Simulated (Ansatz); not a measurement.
Geometry optimisation, Ansatz 0.2.0, DFT PBE, scalar-relativistic, plane waves, PAW.

The input (input.yaml):

```yaml
crystal:
  lattice:
    - [6.764987, 0.0, 0.0]
    - [0.0, 6.764987, 0.0]
    - [0.0, 0.0, 6.764987]
  atoms:
    - { symbol: O, position: [0.6844086, 0.8436673, 0.5441698] }
    - { symbol: H, position: [0.7952291, 0.8512229, 0.4538354] }
    - { symbol: H, position: [0.613898, 0.7261512, 0.5027357] }
    - { symbol: O, position: [0.7622338, 0.18263, 0.1712852] }
    - { symbol: H, position: [0.7347233, 0.2466903, 0.0462331] }
    - { symbol: H, position: [0.6647864, 0.0780051, 0.1787823] }
    - { symbol: O, position: [0.06931, 0.1407225, 0.8199364] }
    - { symbol: H, position: [0.0744682, 0.2007132, 0.69004] }
    - { symbol: H, position: [0.1527104, 0.0249658, 0.8079645] }
    - { symbol: O, position: [0.1861368, 0.7244346, 0.1953331] }
    - { symbol: H, position: [0.2227188, 0.8080807, 0.0850441] }
    - { symbol: H, position: [0.1194806, 0.6135202, 0.1340671] }
    - { symbol: O, position: [0.0054797, 0.6328245, 0.6450755] }
    - { symbol: H, position: [0.0355569, 0.5446313, 0.7537765] }
    - { symbol: H, position: [0.0329859, 0.5545871, 0.528367] }
    - { symbol: O, position: [0.3513276, 0.2382007, 0.5385091] }
    - { symbol: H, position: [0.3052212, 0.3579658, 0.4750339] }
    - { symbol: H, position: [0.3859128, 0.1522549, 0.4293498] }
    - { symbol: O, position: [0.4724467, 0.6737232, 0.8730069] }
    - { symbol: H, position: [0.6152201, 0.6844005, 0.8724354] }
    - { symbol: H, position: [0.4474665, 0.540793, 0.826059] }
    - { symbol: O, position: [0.7438421, 0.5328845, 0.3157266] }
    - { symbol: H, position: [0.718304, 0.6642861, 0.264933] }
    - { symbol: H, position: [0.838858, 0.4780496, 0.2237282] }
    - { symbol: O, position: [0.4010926, 0.3291699, 0.0554701] }
    - { symbol: H, position: [0.3541671, 0.2529468, -0.0562734] }
    - { symbol: H, position: [0.4774137, 0.2351926, 0.1319026] }
    - { symbol: O, position: [0.6888826, 0.2252122, 0.6806745] }
    - { symbol: H, position: [0.7306737, 0.3025395, 0.7936903] }
    - { symbol: H, position: [0.811476, 0.1778865, 0.6238439] }
    - { symbol: Li, position: [0.0773575, 0.0116174, 0.4126713] }
    - { symbol: Cl, position: [0.7876097, 0.923157, 0.9504139] }
basis:
  ecutwfc: 420.0
kpoints:
  mp_grid: { grid: [1, 1, 1] }
hamiltonian:
  xc: pbe
scf:
  occupations: { method: fermi_dirac, width: 0.05 }
  lower_state_search: "off"
relax:
  f_tol: 0.3
  max_steps: 15
  adjacent_minimum: "off"
output:
  write_density: true
  write_potential: true
  elf: true
  volumetric_format: npy
```

Launched with:

```bash
$ ansatz run input.yaml --threads 1 --pin off --max-ram 3072MiB --backend cpu --events-out ev --progress --plain --runs-dir out
```

Problem. Where does it end, and by what steps?

Solution. It converged. The threshold is loose, so the end isn't yet a minimum. Limits of this set-up: coarse k mesh. After 14 steps the energy has fallen by 10.640 eV; Li31 moved furthest, 1.65 Å. Joined: O1–Li31, O13–Li31.

```
step  energy less start (eV)  largest force component (eV/Å)  accepted
   0                  0.0000                           4.010       yes
   1                 -2.0238                           1.845       yes
   2                 -3.8323                           3.421       yes
   3                 -5.6864                           2.178       yes
   4                 -7.0173                           2.205       yes
   5                 -7.9141                           2.159       yes
   6                 -8.6328                           1.428       yes
   7                 -9.0246                           0.960       yes
   8                 -9.3173                           0.835       yes
   9                 -9.5972                           0.683       yes
  10                 -9.8251                           0.697       yes
  11                -10.0569                           0.755       yes
  12                -10.2806                           0.532       yes
  13                -10.4877                           0.400       yes
  14                -10.6396                           0.285       yes
```

```xyz
32
Lattice="6.7650 0.0000 0.0000 0.0000 6.7650 0.0000 0.0000 0.0000 6.7650" Properties=species:S:1:pos:R:3
O 3.807 5.827 3.488
H 4.347 5.159 3.005
H 3.504 5.300 4.283
O 5.110 1.274 1.053
H 5.785 1.421 0.359
H 5.093 0.299 1.111
O 0.510 1.172 5.706
H 0.858 1.284 4.786
H 0.286 0.220 5.809
O 1.774 5.284 1.237
H 2.296 5.172 0.400
H 0.997 4.723 1.082
O 0.623 4.884 3.793
H 0.241 4.906 4.694
H -0.043 4.377 3.261
O 1.892 1.312 3.255
H 1.860 1.848 2.428
H 2.763 1.560 3.668
O 3.055 4.582 5.734
H 3.988 4.720 6.044
H 2.839 3.657 6.016
O 5.410 3.726 2.338
H 5.492 4.092 1.422
H 5.219 2.770 2.206
O 2.476 2.297 0.488
H 1.871 1.727 -0.048
H 3.337 1.823 0.545
O 4.294 1.625 4.519
H 5.080 2.103 4.832
H 4.587 0.711 4.314
Li 1.966 -0.706 2.926
Cl 5.838 5.241 6.502
```

Run time: 51 s on 1 thread of Arm Neoverse V1, with other jobs on the host, peak memory 0.39 GiB.
